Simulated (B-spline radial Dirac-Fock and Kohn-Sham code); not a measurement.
# Elastic and transport cross sections of technetium for electrons

Method: relativistic (Dirac) partial waves in the static field of the Dirac-Fock atom with Furness-McCarthy exchange, without polarisation or absorption potentials. Computed with an atomic code on a B-spline grid. σ_tr1 and σ_tr2 weight the cross section with 1 − P₁ and 1 − P₂ of cos θ; "backward" is the share scattered beyond 90°.

```
energy (eV)  σ (a₀²)  σ_tr1 (a₀²)  σ_tr2 (a₀²)  σ/σ_tr1  backward (%)
       6830     3.18        0.125        0.229     25.3           1.0
       7640     2.95        0.106        0.198     27.9          0.88
       8240     2.81       0.0943        0.179     29.8          0.79
       8440     2.77       0.0909        0.173     30.4          0.77
       9850     2.49       0.0716        0.140     34.8          0.63
      10000     2.47       0.0699        0.137     35.3          0.62
      15200        ?            ?            ?        ?             ?
      18300     1.62       0.0269       0.0580     60.2          0.28
      19000     1.58       0.0254       0.0548     62.3          0.26
      19600     1.55       0.0241       0.0524     64.0          0.25
      20000     1.52       0.0234       0.0508     65.2          0.25
      23200     1.37       0.0184       0.0407     74.5          0.20
      30000     1.13       0.0121       0.0275     93.9          0.14
```

Problem. Fill in the row for 15.2 keV.

Solution. σ = 1.85 a₀², σ_tr1 = 0.0362 a₀², σ_tr2 = 0.0760 a₀², σ/σ_tr1 = 51.1, backward 0.35 %. The ratio σ/σ_tr1 is roughly the number of elastic collisions that randomise the direction.
